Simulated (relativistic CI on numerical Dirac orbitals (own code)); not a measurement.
## Crystal-field levels of Mo4+, 4d2

Calculated by Dirac-Coulomb-Breit CI, KLI orbitals optimised for each configuration, QED by a radiative potential, valence Slater integrals scaled by 0.75, one configuration in a parametric crystal field (own radial code).

Field parameters in Wybourne normalisation: D4h B²₀ = −7Ds, B⁴₀ = 21(Dq − Dt), B⁴₄ = 21√(5/14) Dq. The field is a parameter set, without covalency.

S is read from ⟨S²⟩ = S(S + 1).

Levels (cm⁻¹, degeneracy): 0 (1), 67 (2), 7780 (1), 7896 (1), 8673 (2), 9178 (1), 9191 (1), 9629 (1), 9794 (1), 15634 (1), 18064 (2), 33130 (1).

(1) Which field gives this pattern?
A. D4h, 10Dq = 31450, Ds = 1770, Dt = -680 cm⁻¹
B. D4h, 10Dq = 36150, Ds = 2430, Dt = 280 cm⁻¹
C. D4h, 10Dq = 19600, Ds = -500, Dt = 530 cm⁻¹
D. D4h, 10Dq = 38000, Ds = -1170, Dt = 430 cm⁻¹

## Answers

(1) A. D4h, 10Dq = 31450, Ds = 1770, Dt = -680 cm⁻¹, ground level with S = 1.00.
